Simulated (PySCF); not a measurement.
Here is a computed PBE0-D3(BJ)/def2-SVP geometry (Å):
```
atom  x, y, z in Å
C1     2.4473   -0.8187    1.1082
C2     1.3267   -0.1163    0.8978
N3     0.3520   -0.5774    0.0215
C4    -0.7301    0.0743   -0.1754
C5    -1.7486   -0.4559   -1.1307
C6    -1.0707    1.3859    0.5027
F7    -2.3057    1.8334    0.1204
H8     2.5999   -1.7666    0.5860
H9     3.2168   -0.4634    1.7961
H10    1.1920    0.8374    1.4320
H11   -2.7178   -0.6043   -0.6285
H12   -1.9337    0.2638   -1.9444
H13   -1.3902   -1.4051   -1.5455
H14   -0.3211    2.1553    0.2438
H15   -1.0639    1.2639    1.6004
```

Neutral, closed shell.

Read off the bonds between heavy atoms and their formal orders.

C1–C2 1.34 Å (double); C2–N3 1.39 Å (single); N3–C4 1.28 Å (double); C4–C5 1.49 Å (single); C4–C6 1.52 Å (single); C6–F7 1.37 Å (single). Bonds to hydrogen (Å): C1–H8 1.09; C1–H9 1.09; C2–H10 1.10; C5–H11 1.10; C5–H12 1.10; C5–H13 1.10; C6–H14 1.10; C6–H15 1.10.

Give the structure as a SMILES string.

`C=C/N=C(/C)CF`, C5H8FN. Among its features: imine, C=C double bond and C–F bond.

Describe the place of each heavy atom.

C1: terminal =CH2 carbon; C2: vinylic carbon bearing nitrogen; N3: imine nitrogen; C4: imine carbon; C5: methyl carbon; C6: sp3 C–F carbon; F7: alkyl fluorine.

What is the arrangement about C1?

It has 3 neighbours (C2, H8, H9) and is planar (angles 121.2°, 119.8° and 119.0°, sum 360.0°, 0.00 Å off the plane of its three neighbours).

What is the arrangement about N3?

It has 2 neighbours (C2, C4) and is bent (angle 121.4°).
